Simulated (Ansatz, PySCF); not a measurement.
H2O (SMILES O) and GeH4 (SMILES [GeH4]) are pulled apart as rigid monomers along the line of their centres of mass, from the B3LYP-D3(BJ)/def2-TZVP minimum. Starting geometry (charge 0, multiplicity 1):
```csv
atom,x (Å),y (Å),z (Å)
O,0.2621,-0.1240,0.4007
H,-0.6530,0.0334,0.1450
H,0.7021,0.7273,0.3054
Ge,-0.1671,-0.0486,3.6465
H,-0.3970,0.0353,5.1680
H,-0.5968,1.2894,3.0232
H,-1.0202,-1.1881,3.0766
H,1.3210,-0.2988,3.3781
```

Interaction energies with rigid monomers; basis-set methods are counterpoise corrected unless marked otherwise.

Frozen-core correlation. Filled d and f shells under p-block atoms count as core. Rows in 6-31G* carry no dispersion term and start afresh at each structure (6-31G* with six Cartesian d functions); the Pople sets are all-electron and without relativity. MP2/6-31G* freezes PySCF's default core, which leaves 3d correlated.

Programs: Ansatz (Gaussian orbitals); PySCF for 6-31G* rows, the dispersion terms. Values without a source in brackets are computed.

```
O1···Ge4 (Å)  r2SCAN-D3(BJ)/def2-TZVPPD (kcal/mol)  B3LYP/6-31G* (kcal/mol)  PBE0-D3(BJ)/def2-TZVPPD (kcal/mol)  MP2/6-31G* (no counterpoise) (kcal/mol)  MP2/aug-cc-pVDZ (kcal/mol)
------------  ------------------------------------  -----------------------  ----------------------------------  ---------------------------------------  --------------------------
2.95                                         -0.75                     1.44                               -0.55                                    -1.91                        0.20
3.27                                         -1.49                     0.15                                 [?]                                    -2.79                       -0.96
3.77                                         -1.16                    -0.21                               -1.15                                      [?]                       -0.94
4.58                                         -0.46                    -0.18                               -0.48                                    -1.18                       -0.41
5.89                                         -0.10                    -0.04                               -0.11                                    -0.11                       -0.10
```

Task: Fill in the missing entries.

Result: 
- 3.77, MP2/6-31G* (no counterpoise) (kcal/mol): -2.52
- 3.27, PBE0-D3(BJ)/def2-TZVPPD (kcal/mol): -1.38

Ansatz is an electronic-structure program.
